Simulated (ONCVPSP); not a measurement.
**Plane-wave convergence, ONCV potential for aluminium**

```
Element                 : Al
Generator               : ONCVPSP 4.0.1
Type                    : optimised norm-conserving Vanderbilt (ONCV)
Functional              : PBE
Relativity              : scalar-relativistic
Frozen core             : [Ne]
Valence charge          : 3
Reference configuration : 3s2 3p1
Partial waves           : 3s: rc 1.90 bohr, ncon 4, nbas 8, qcut 3.7 1/bohr, 2 projectors, debl 3.1 Ha; 3p: rc 2.05 bohr, ncon 5, nbas 9, qcut 3.9 1/bohr, 2 projectors, debl 1.5 Ha; d scattering state at 0.11 Ha: rc 1.80 bohr, ncon 3, nbas 7, qcut 5.1 1/bohr, 2 projectors, debl 1.3 Ha
Local potential         : polynomial inside 1.10 bohr (lpopt 5, dvloc0 0 Ha)
Core correction         : polynomial model core, fcfact 0.35
```

Q: For each optimised wave give the share of its norm inside rc, the residual kinetic energy above qcut (Ha) and the cutoffs (Ha) for errors of 10, 1, 0.1 and 0.01 mHa per electron.

A:

| wave | norm inside rc | residual KE | 10 mHa | 1 mHa | 0.1 mHa | 0.01 mHa |
| --- | --- | --- | --- | --- | --- | --- |
| 3s | 0.279 | 2.1e-04 | 3.4 | 5.5 | 8.0 | 36.3 |
| s projector 2 | 0.130 | 2.4e-02 | 7.5 | 14.2 | 33.1 | 51.2 |
| 3p | 0.166 | 3.8e-05 | 1.2 | 2.1 | 4.6 | 48.5 |
| p projector 2 | 0.302 | 9.4e-03 | 6.9 | 65.1 | 78.9 | 86.5 |
| d projector 1 | 0.026 | 2.5e-05 | 2.3 | 6.5 | 10.7 | 21.2 |
| d projector 2 | 0.285 | 2.4e-03 | 10.5 | 14.5 | 29.6 | 63.0 |

The occupied waves need 5.5 Ha and 8.0 Ha for 1 and 0.1 mHa. The cutoffs count occupied waves only; projector 2 of the p channel, the hardest unoccupied one, needs 65 Ha at the loose tolerance. Note: no bound ghost flagged; GHOST(+) flagged for s at 104.1 eV.
